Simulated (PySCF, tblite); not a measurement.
Compound: C8H12.
Numbering: `[CH2:1]=[CH:2][C@@:3]1([CH3:4])[CH2:5][C:6]12[CH2:7][CH2:8]2` (hydrogens: H9, H10 on C1; H11 on C2; H12, H13, H14 on C4; H15, H16 on C5; H17, H18 on C7; H19, H20 on C8)

Computed with GFN2-xTB (tblite), gas phase: Langevin dynamics at 600 K from the optimised GFN2-xTB geometry, time step 0.5 fs, friction 0.01 fs⁻¹, 2000 steps. Over the second half of the run the saved frames average 620 K.

Frame at 250 fs, instantaneous temperature 544 K:
```
atom  x, y, z in Å
C1     -2.529    1.720    0.753
C2     -1.557    1.182    0.037
C3     -0.855   -0.085    0.454
C4     -1.242   -0.688    1.804
C5     -0.363   -0.947   -0.770
C6      0.575   -0.200    0.207
C7      1.750   -0.625    1.030
C8      1.760    0.679    0.196
H9     -3.127    2.644    0.513
H10    -2.838    1.177    1.634
H11    -1.045    1.736   -0.655
H12    -2.272   -0.995    1.822
H13    -1.066   -0.064    2.635
H14    -0.656   -1.613    2.026
H15    -0.606   -0.393   -1.626
H16    -0.520   -1.970   -0.628
H17     1.559   -0.643    2.119
H18     2.256   -1.613    0.942
H19     2.383    0.509   -0.681
H20     1.742    1.643    0.497
```

Frame at 425 fs, instantaneous temperature 447 K:
```
atom  x, y, z in Å
C1     -2.575    1.416    1.218
C2     -1.486    1.016    0.574
C3     -0.672   -0.223    0.782
C4     -1.388   -1.344    1.725
C5     -0.043   -0.822   -0.518
C6      0.793   -0.299    0.557
C7      1.843   -0.887    1.337
C8      1.977    0.480    0.670
H9     -2.886    2.499    1.289
H10    -2.997    0.786    2.005
H11    -0.821    1.669    0.151
H12    -2.053   -1.941    1.086
H13    -1.973   -0.959    2.497
H14    -0.627   -1.958    2.271
H15    -0.175   -0.292   -1.437
H16    -0.166   -1.843   -0.807
H17     1.733   -0.809    2.420
H18     2.405   -1.709    0.864
H19     2.815    0.559   -0.082
H20     1.989    1.412    1.362
```

Frame at 625 fs, instantaneous temperature 768 K:
```
atom  x, y, z in Å
C1     -2.604    0.947    1.324
C2     -1.492    0.525    0.595
C3     -0.573   -0.607    1.033
C4     -0.876   -1.205    2.318
C5      0.202   -1.230   -0.133
C6      0.939   -0.363    0.883
C7      2.064   -0.735    1.798
C8      1.982    0.522    1.117
H9     -3.227    1.626    0.803
H10    -2.846    0.718    2.318
H11    -1.333    0.938   -0.394
H12    -1.655   -1.981    2.350
H13    -1.220   -0.502    3.072
H14    -0.093   -1.817    2.775
H15    -0.199   -0.831   -1.125
H16     0.516   -2.285   -0.085
H17     1.903   -0.884    2.845
H18     2.671   -1.538    1.308
H19     2.688    0.798    0.365
H20     1.792    1.377    1.690
```

Frame at 800 fs, instantaneous temperature 576 K:
```
atom  x, y, z in Å
C1     -2.754    0.366    1.173
C2     -1.409    0.500    1.437
C3     -0.339   -0.429    1.570
C4     -0.590   -1.436    2.669
C5      0.302   -1.011    0.312
C6      1.046   -0.123    1.205
C7      2.283   -0.084    1.978
C8      1.962    1.063    1.067
H9     -3.368    1.271    1.089
H10    -3.044   -0.629    1.220
H11    -1.082    1.503    1.601
H12    -0.973   -2.188    2.099
H13    -1.161   -1.013    3.464
H14     0.325   -1.744    3.201
H15    -0.038   -0.554   -0.680
H16     0.669   -2.026    0.141
H17     2.465    0.172    3.002
H18     3.054   -0.699    1.498
H19     2.422    1.194   -0.004
H20     1.543    2.009    1.314
```

Frame at 1000 fs, instantaneous temperature 772 K:
```
atom  x, y, z in Å
C1     -2.341    0.100    1.156
C2     -1.236    0.049    1.954
C3     -0.292   -1.131    1.865
C4     -0.697   -2.206    2.914
C5      0.541   -1.486    0.640
C6      1.117   -0.737    1.810
C7      2.509   -0.684    2.284
C8      1.819    0.611    1.887
H9     -3.021    0.944    1.116
H10    -2.543   -0.753    0.410
H11    -0.853    0.957    2.611
H12    -1.151   -3.037    2.350
H13    -1.502   -1.899    3.621
H14    -0.012   -2.640    3.605
H15     0.526   -1.054   -0.442
H16     0.571   -2.554    0.626
H17     2.778   -0.961    3.356
H18     3.217   -1.180    1.697
H19     2.130    1.208    1.078
H20     1.626    1.202    2.735
```

**Question.** What do single points at PBE0/pcSseg-1 (PySCF, gas phase) give on these frames?

**Answer.** 
```csv
t (fs),GFN2-xTB E above start (eV),DFT E above lowest frame (eV),HOMO (eV),LUMO (eV),dipole (D)
250,1.27,0.03,-6.88,0.31,0.39
425,1.37,0.04,-6.71,0.12,0.91
625,1.36,0.00,-6.59,0.00,0.44
800,1.51,0.38,-6.91,-0.04,0.47
1000,1.59,0.34,-7.01,0.19,0.38
```

The two levels order the frames alike by energy but for pairs within 0.08 eV at one level; measured from each level's lowest frame they differ by 0.14 eV at most. The HOMO–LUMO gap runs from 6.59 to 7.20 eV. These are instantaneous structures, not minima.

**Question.** And the isotropic GIAO shieldings (ppm) from the same runs?

**Answer.** 
```tsv
atom	250 fs	425 fs	625 fs	800 fs	1000 fs	mean	range
C1	63.0	66.2	57.8	53.9	52.8	58.7	13.4
C2	36.1	35.7	15.1	18.0	16.9	24.4	21.0
C3	153.9	147.1	156.7	165.2	152.3	155.0	18.1
C4	166.9	163.3	172.2	164.8	163.5	166.1	8.9
C5	170.7	161.5	151.6	153.5	158.2	159.1	19.1
C6	155.4	160.2	156.9	159.9	163.2	159.1	7.8
C7	175.9	179.7	180.5	177.2	168.4	176.3	12.1
C8	180.4	169.5	179.1	172.4	183.0	176.9	13.5
H9	25.2	25.3	26.2	24.7	25.7	25.4	1.5
H10	26.3	25.9	25.9	25.6	24.7	25.7	1.6
H11	26.8	26.7	25.0	25.2	23.5	25.4	3.3
H12	30.4	29.8	30.2	29.9	29.7	30.0	0.7
H13	31.3	30.9	30.3	30.8	30.0	30.7	1.3
H14	30.6	30.0	30.6	30.5	31.0	30.5	1.0
H15	31.9	31.2	28.9	29.5	28.6	30.0	3.3
H16	31.7	31.0	29.6	29.9	31.1	30.7	2.1
```

What follows is the cost of the whole dynamics run. On x86-64 server, one thread, on a shared host, this took 29 s.
